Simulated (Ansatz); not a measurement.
The lowest doublet and quartet of CCl (SMILES [C]Cl); geometries from B3LYP-D3(BJ)/def2-TZVP, each state relaxed from the structure named, with no frequency check.
Doublet (charge 0, multiplicity 2):
```xyz
2

C      0.0000     0.0000    -1.2243
Cl     0.0000     0.0000     0.4321
```

A positive gap puts the quartet lower; no zero-point energy. U- takes an unrestricted doublet. The quartet is unrestricted in single-reference levels. Active spaces average the two states.

Frozen-core correlation.

Programs: Ansatz (Gaussian basis) for Hartree–Fock, density functionals and correlated methods. 

Problem. Give the gap E(doublet) − E(quartet), vertical, at the doublet's geometry at the level U-HF/cc-pV(Q+d)Z.

Solution. -110 kJ/mol

Problem. Give the gap E(doublet) − E(quartet), vertical, at the doublet's geometry at the level FIC-MRCISD+Q on SA-CASSCF(3,4)/cc-pV(Q+d)Z.

Solution. -227 kJ/mol

Problem. What gap E(doublet) − E(quartet), vertical, at the doublet's geometry does U-SCS-MP2/cc-pV(D+d)Z give?

Solution. -213 kJ/mol

Ansatz is a quantum-chemistry and plane-wave program.
